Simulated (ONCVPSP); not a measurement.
**Which setting gave this result? (antimony (Sb), ONCV)**

Base potential:

antimony (Sb), optimised norm-conserving Vanderbilt (ONCV), made with ONCVPSP 4.0.1 (LDA (Perdew-Wang 92), scalar-relativistic). Core [Ar] 3d10, reference 4s2 4p6 4d10 5s2 5p3. Waves: 4s+5s: rc 1.25 bohr, ncon 4, nbas 8, qcut 12.1 1/bohr, 2 projectors; 4p+5p: rc 1.60 bohr, ncon 4, nbas 8, qcut 6.7 1/bohr, 3 projectors, debl 2.9 Ha; 4d: rc 0.95 bohr, ncon 5, nbas 10, qcut 10.7 1/bohr, 2 projectors, debl 2.5 Ha; f scattering state at 0.27 Ha: rc 1.55 bohr, ncon 5, nbas 8, qcut 7.4 1/bohr, 1 projector. Local part: polynomial inside 0.70 bohr (lpopt 3, dvloc0 0 Ha). Core correction: none.

Cutoffs, loose and tight: the cutoffs (Ha) at which the residual kinetic energy of the hardest occupied pseudo-wave falls to 1 and 0.1 mHa per electron. They do not see the model core or the augmentation charge, which bear on the density cutoff. Test errors are all-electron minus pseudo excitation energies from the reference, over the configurations 4s2 4p6 4d10 5s2 5p2; 4s2 4p6 4d10 5s2 5p1; 4s2 4p6 4d10 5s2 5p0; 4s2 4p6 4d9 5s2 5p4; variants that change the core or the reference have their own tests.

Only the scale of all radii (base = 1) is moved (3 further runs of the sweep failed or gave no value and are left out):

```csv
scale of all radii (base = 1),"cutoff, loose","cutoff, tight",bound ghosts,largest test error (meV)
0.9,63 Ha,456 Ha,none,-12
0.96,52 Ha,163 Ha,none,-13
1.01,51 Ha,64 Ha,none,-13
1.14,48 Ha,57 Ha,none,-16
1.19,48 Ha,56 Ha,none,-14
1.34,46 Ha,52 Ha,none,+33
```

Q: One more run gave cutoff, loose: 49 Ha; cutoff, tight: 59 Ha; bound ghosts: none; largest test error (meV): -13. Which value of the scale of all radii (base = 1) was used?

A: 1.07. The tight cutoff moves one way along this sweep, from 456 Ha at 0.9 to 52 Ha at 1.34, which places the run between 1.01 and 1.14.
